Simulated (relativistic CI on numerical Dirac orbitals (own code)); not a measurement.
Calculated at this level of theory: Dirac-Coulomb-Breit CI, orbitals from a KLI potential per configuration, a model potential for QED, unscaled Slater integrals (own radial code, finite nucleus).

The strongest absorption lines from the ground level of an ion, among the configurations computed and to levels below about 1140 eV (vacuum wavelength in Å, gf): 15.228 (0.76), 21.878 (0.014), 21.934 (0.013), 26.398 (0.89), 26.931 (1.2), 27.332 (0.3), 29.362 (0.0096), 39.609 (0.011).

Which ion is it?
A. W LIV
B. Au LIX
C. Tm XLIX
D. Au LVII

B. Au LIX has 21 electrons and the ground level 3s2 3p6 3d3 4F_3/2; the strongest line goes to 3s2 3p5 3d4 2F°_5/2. The pattern of lines fixes the number of electrons, and along that sequence the line energies rise steadily with the charge (about as its square where n changes within one kind of shell, about linearly where n is kept but much faster in heavy ions where fine structure, which grows about as Z⁴, sets the gap, and irregularly where shells cross), which fixes Z. Configurations outside the model, such as inner-shell arrays, can give stronger lines. At this charge energies of transitions that change n are usually good to better than 1 %, and those within a shell (Δn = 0) to a few per cent.

LS names give the leading component of a level, which can be under half, so a name can repeat, a term be missing and a line seem to break the LS rules.
